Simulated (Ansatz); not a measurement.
Molecule: SrCl2, net charge 0, singlet state. SMILES: [Cl][Sr][Cl]
Geometry: optimised at B3LYP-D3(BJ)/def2-TZVP (Ansatz, an electronic-structure program).

CCSD(T) with Ansatz in growing basis sets, 16 correlated electrons. Cores are frozen in the correlated levels unless marked. UHF or UKS for open shells. Spin-orbit coupling is left out. The frozen core is the preceding noble-gas configuration, with the filled d and f shells of earlier blocks. The outer core of K, Ca and their heavier congeners is not correlated, a term that matters for these elements. In def2 rows, elements after Kr have scalar-relativistic effective core potentials. Costs are ratios of core time to the smallest set, on shared machines of one kind, and rough; they hold the program's checks for lower states.

```
basis        functions  cost over smallest  E(corr) (Eh)  electronic atomisation energy (kcal/mol)
-----------  ---------  ------------------  ------------  ----------------------------------------
def2-TZVPPD        142                  1×       -0.4561                                     204.1
def2-QZVPPD        221                  4×             ?                                         ?
```

What does the step to def2-QZVPPD buy, and how does its cost grow by formal scaling?

Formally CCSD grows as o²v⁴ and (T) as o³v⁴; with o = 8 and v going from 120 to 199 both grow 8-fold in the last step, while integrals and the mean field grow more slowly. That step adds 43.9 mEh of correlation energy and 8.5 kcal/mol to the atomisation energy. Row: E(corr) (Eh) -0.5000, electronic atomisation energy (kcal/mol) 212.6.
